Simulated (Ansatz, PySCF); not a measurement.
Species: PbF, charge 0, multiplicity 2. SMILES: [F][Pb]
Geometry from a B3LYP-D3(BJ)/def2-TZVP (Ansatz, a quantum-chemistry and plane-wave program) optimisation:
```
Pb
F 1 2.0717
```
Charge 0, spin multiplicity 2.

Wanted: atomisation energy, in kcal/mol. Conventions: atomisation electronic, to ground-state atoms; def2 sets with scalar-relativistic core potentials past Kr; six Cartesian d functions in 6-31G* and its kin unless marked 5d; UHF or UKS for open shells; LANL2DZ with its own core potentials from Na on; spin-orbit terms left out. First-principles rows: single points at B3LYP-D3(BJ) geometries (Ansatz).

| species | coefficient | E at B3LYP/6-31G* with LANL2DZ past Ar (Ansatz), Eh | E at M06-2X/def2-TZVPD (PySCF), Eh |
|---|---|---|---|
| [F][Pb] | -1 | -103.30924 | -292.62104 |
| F atom | +1 | -99.71553 | -99.73422 |
| Pb atom | +1 | -3.42792 | -192.72133 |

 1 Eh = 627.5095 kcal/mol.

Problem. Work the quantity out at each level.

Solution. 
- B3LYP/6-31G* with LANL2DZ past Ar: the sum of coefficient times E is 0.16579 Eh, or 104.03 kcal/mol. Result: 104.0 kcal/mol.
- M06-2X/def2-TZVPD: the sum of coefficient times E is 0.16549 Eh, or 103.85 kcal/mol. Result: 103.8 kcal/mol.
